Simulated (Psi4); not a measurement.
AlI3, charge -1, doublet, geometry from GFN2-xTB (such geometries of metal compounds can be far from the true shape) (a state made from the parent by changing its charge; the spin is typed, not shown lowest) (all electrons, no relativity) (a gas-phase anion, which may not be bound at this level); Psi4 with WB97M-V/STO-3G.

Here is a job for Psi4.
```
memory 2 GB

molecule mol {
-1 2
  Al   -0.000055   -0.018048    0.009502
  I    -2.214325   -1.527828   -0.069272
  I     0.007225    2.350478   -1.237457
  I     2.207113   -0.818222    1.304398
}

set basis sto-3g
set reference uks
set scf_type pk
set puream true
set d_convergence 1e-8
set dft_radial_points 99
set dft_spherical_points 590

energy('wb97m-v')
print_variables()
```

Task: Predict the main parts of the log of this Psi4 run.

Result: 
```
   => Loading Basis Set <=

    Name: STO-3G
    Role: ORBITAL
    Keyword: BASIS

         ---------------------------------------------------------
                                   SCF
               by Justin Turney, Rob Parrish, Andy Simmonett
                          and Daniel G. A. Smith
                              UKS Reference
         ---------------------------------------------------------

  ==> Geometry <==

    Molecular point group: c1
    Full point group: C1

    Geometry (in Angstrom), charge = -1, multiplicity = 2:

       Center              X                  Y                   Z               Mass
    ------------   -----------------  -----------------  -----------------  -----------------
         AL          -0.000055406612    -0.018231887962     0.009598728558    26.981538530000
         I           -2.214325406612    -1.528011887962    -0.069175271442   126.904471900000
         I            0.007224593388     2.350294112038    -1.237360271442   126.904471900000
         I            2.207112593388    -0.818405887962     1.304494728558   126.904471900000

  Running in c1 symmetry.

  Rotational constants: A =      0.01257  B =      0.01211  C =      0.00617 [cm^-1]
  Rotational constants: A =    376.72634  B =    363.02881  C =    184.87538 [MHz]
  Nuclear repulsion = 1369.072965799569602

  Charge       = -1
  Multiplicity = 2
  Electrons    = 173
  Nalpha       = 87
  Nbeta        = 86

  ==> Algorithm <==

  SCF Algorithm Type is PK.
  DIIS enabled.
  MOM disabled.
  Fractional occupation disabled.
  Guess Type is SAD.
  Energy threshold   = 1.00e-06
  Density threshold  = 1.00e-08
  Integral threshold = 1.00e-12

  ==> Primary Basis <==

  Basis Set: STO-3G
    Blend: STO-3G
    Number of shells: 38
    Number of basis functions: 90
    Number of Cartesian functions: 96
    Spherical Harmonics?: true
    Max angular momentum: 2

  ==> DFT Potential <==

   => LibXC <=

    Version 7.1.2
    S. Lehtola, C. Steigemann, M. J. T. Oliveira, and M. A. L. Marques,  SoftwareX 7, 1–5 (2018) (10.1016/j.softx.2017.11.002)

   => Composite Functional: WB97M-V <=

    wB97M-V Hyb-GGA Exchange-Correlation Functional

    N. Mardirossian and M. Head-Gordon,  J. Chem. Phys. 144, 214110 (2016) (10.1063/1.4952647)

    Deriv               =              1
    GGA                 =           TRUE
    Meta                =           TRUE

    Exchange Hybrid     =           TRUE
    MP2 Hybrid          =          FALSE

   => Exchange-Correlation Functionals <=

    1.0000   wB97M-V exchange-correlation functional

   => Exact (HF) Exchange <=

    0.8500            HF,LR [omega = 0.3000]
    0.1500               HF

   => LibXC Density Thresholds  <==

    XC_HYB_MGGA_XC_WB97M_V:  1.00E-13

   => VV10 Non-Local Parameters <=

    VV10 B              =     6.0000E+00
    VV10 C              =     1.0000E-02

   => Molecular Quadrature <=

    Radial Scheme          =       TREUTLER
    Pruning Scheme         =           NONE
    Nuclear Scheme         =       TREUTLER

    Blocking Scheme        =         OCTREE
    BS radius alpha        =              1
    Pruning alpha          =              1
    Radial Points          =             99
    Spherical Points       =            590
    Total Points           =         195133
    Total Blocks           =           1504
    Max Points             =            256
    Max Functions          =             48
    Weights Tolerance      =       1.00E-15

  ==> Integral Setup <==

  Using in-core PK algorithm.
   Calculation information:
      Number of atoms:                   4
      Number of AO shells:              38
      Number of primitives:            114
      Number of atomic orbitals:        96
      Number of basis functions:        90

      Integral cutoff                 1.00e-12
      Number of threads:                 1

  Performing in-core PK
  Using 25159680 doubles for integral storage.
  We computed 87774 shell quartets total.
[...]

  Minimum eigenvalue in the overlap matrix is 3.2661882165E-01.
  Reciprocal condition number of the overlap matrix is 1.8691537742E-01.
    Using symmetric orthogonalization.

  ==> Pre-Iterations <==

  SCF Guess: Superposition of Atomic Densities via on-the-fly atomic UHF (no occupation information).

   -------------------------
    Irrep   Nso     Nmo
   -------------------------
     A         90      90
   -------------------------
    Total      90      90
   -------------------------

  ==> Iterations <==

                        Total Energy        Delta E     RMS |[F,P]|

   @UKS iter SAD: -20794.71313233594628   -2.07947e+04   0.00000e+00
   @UKS iter   1: -20798.37363478137195   -3.66050e+00   3.29891e-03 DIIS/ADIIS
   @UKS iter   2: -20798.49062111026433   -1.16986e-01   1.41527e-03 DIIS/ADIIS
   @UKS iter   3: -20798.50508324368275   -1.44621e-02   1.35783e-04 DIIS/ADIIS
   @UKS iter   4: -20798.50550716881116   -4.23925e-04   3.82366e-05 DIIS
   @UKS iter   5: -20798.50554712519079   -3.99564e-05   4.97013e-06 DIIS
   @UKS iter   6: -20798.50554770728922   -5.82098e-07   5.86871e-07 DIIS
   @UKS iter   7: -20798.50554771578754   -8.49832e-09   9.74774e-08 DIIS
   @UKS iter   8: -20798.50554771604948   -2.61934e-10   1.78141e-08 DIIS
   @UKS iter   9: -20798.50554771606039   -1.09139e-11   2.06816e-09 DIIS
  Energy and wave function converged.

  ==> Post-Iterations <==

   Electrons on quadrature grid:
      Nalpha   =   86.9999943065 ; deviation = -5.694e-06
      Nbeta    =   85.9999943072 ; deviation = -5.693e-06
      Ntotal   =  172.9999886137 ; deviation = -1.139e-05

   @Spin Contamination Metric:   1.046413696E-03
   @S^2 Expected:                7.500000000E-01
   @S^2 Observed:                7.510464137E-01
   @S   Expected:                5.000000000E-01
   @S   Observed:                5.000000000E-01

    Orbital Energies [Eh]
    ---------------------

    Alpha Occupied:

[...]
    Alpha Virtual:

[...]
    Beta Occupied:

[...]
    Beta Virtual:

[...]
      90A      0.509429

    Final Occupation by Irrep:
              A
    DOCC [    86 ]
    SOCC [     1 ]
    NA   [    87 ]
    NB   [    86 ]

  @UKS Final Energy: -20798.50554771606039

   => Energetics <=

    Nuclear Repulsion Energy =           1369.0729657995696016
    One-Electron Energy =              -31436.1358175393361307
    Two-Electron Energy =                9712.2782105481801409
    DFT Exchange-Correlation Energy =    -444.4414927227979319
    Empirical Dispersion Energy =           0.0000000000000000
    VV10 Nonlocal Energy =                  0.7205861983288248
    Total Energy =                     -20798.5055477160603914

  UHF NO Occupations:
  HONO-2 :   85  A 1.9997678
  HONO-1 :   86  A 1.9997438
  HONO-0 :   87  A 1.0000000
  LUNO+0 :   88  A 0.0002562
  LUNO+1 :   89  A 0.0002322
  LUNO+2 :   90  A 0.0000349

Computation Completed

Properties will be evaluated at   0.000000,   0.000000,   0.000000 [a0]

Properties computed using the SCF density matrix

 Multipole Moments:

 ------------------------------------------------------------------------------------
     Multipole            Electronic (a.u.)      Nuclear  (a.u.)        Total (a.u.)
 ------------------------------------------------------------------------------------

 L = 1.  Multiply by 2.5417464519 to convert [e a0] to [Debye]
 Dipole X            :          0.0001430           -0.0001813           -0.0000383
 Dipole Y            :          0.0461026           -0.0596563           -0.0135536
 Dipole Z            :         -0.0242710            0.0314078            0.0071369
 Magnitude           :                                                    0.0153179

 ------------------------------------------------------------------------------------

  Variable Map:
  ----------------------------------------------------------------------------
[...]
  Array Variable Map:
  ----------------------------------------------------------------------------
[...]
[...]
```
